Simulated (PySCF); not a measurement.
In(CF3)(OH)2 (CH2F3InO2), SMILES [OH][In]([OH])[C](F)(F)F.

Geometry: B3LYP-D3(BJ)/def2-SVP. The def2 effective core potentials stand for the cores of In; spin–orbit coupling is left out. Other conformers were not sampled.

Level of theory: IEF-PCM-ωB97X/def2-SVP (PySCF).

The values are the electrostatic part of the solvation free energy, E(continuum) − E(gas) at the gas-phase geometry, in a cavity of scaled van der Waals radii (PySCF's table); cavitation and dispersion terms are not included. A continuum can't describe solvent molecules that bind to the metal. In vacuum the orbital gap is 11.25 eV. The dipole moment in vacuum is 1.64 D.

```
solvent              ε  ΔG(elec) (kcal/mol)  dipole (D)  gap (eV)
---------------  -----  -------------------  ----------  --------
water            78.36                -12.9        2.01     11.53
dichloromethane   8.93                -10.8        1.94     11.49
n-hexane          1.88                 -4.5        1.76     11.34
```
